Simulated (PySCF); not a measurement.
Computed shifts of a molecule C2H7ClGe, B3LYP/pcSseg-1 in PySCF, GIAO, gas phase, atoms alike by connectivity averaged where their shifts nearly agree, in ppm (number of nuclei): ¹³C: 18.1 (1), 12.1 (1). ¹H: 5.58 (1), 5.40 (1), 1.58 (3), 1.48 (1), 1.17 (1). References: ⁷³Ge against GeH4 (σ = 1631.8 ppm); ³⁵Cl against HCl (σ = 933.3 ppm); ¹³C against TMS (σ = 181.3 ppm); ¹H against TMS (σ = 31.68 ppm), references at their B3LYP-D3(BJ)/def2-TZVP geometries, non-relativistic (without spin–orbit terms, shifts of atoms bonded to Cl or Br come out too high). Geometry: PBE0-D3(BJ)/def2-SVP. Other conformers were not sampled.

**Question.** Identify the compound among the candidates.
A. [CH3][GeH]([CH3])[Cl]
B. ClC[CH2][GeH3]
C. C[CH2][GeH2][Cl]

**Answer.** C, C[CH2][GeH2][Cl]
